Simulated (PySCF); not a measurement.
SiFClBr₂, SMILES F[Si](Cl)(Br)Br. Heavy atoms are numbered as in [F:1][Si:2]([Cl:3])([Br:4])[Br:5].

Geometry: B3LYP-D3(BJ)/def2-SVP.

The numbers are results of HF/def2-TZVP run with PySCF, not measurements.

Atomic charges (e), one atom of each kind:

```
atom  Mulliken  meta-Löwdin  Löwdin
----  --------  -----------  ------
F1       -0.37            ?   -0.04
Si2       1.00            ?   -0.69
Cl3      -0.23            ?    0.26
Br4      -0.20            ?    0.23
```

Task: What belongs in the gaps? (Estimate from the structure and the level; the computed values follow.)

Result: 
- F1, meta-Löwdin: -0.54
- Si2, meta-Löwdin: 1.30
- Cl3, meta-Löwdin: -0.28
- Br4, meta-Löwdin: -0.24

Computed Mayer and Wiberg (Löwdin basis) orders of the bonds:
```json
[
 {"bond": "F1–Si2", "Mayer": "1.03", "Wiberg": "1.64"},
 {"bond": "Si2–Cl3", "Mayer": "1.16", "Wiberg": "1.84"},
 {"bond": "Si2–Br4", "Mayer": "1.17", "Wiberg": "1.78"},
 {"bond": "Si2–Br5", "Mayer": "1.17", "Wiberg": "1.78"}
]
```
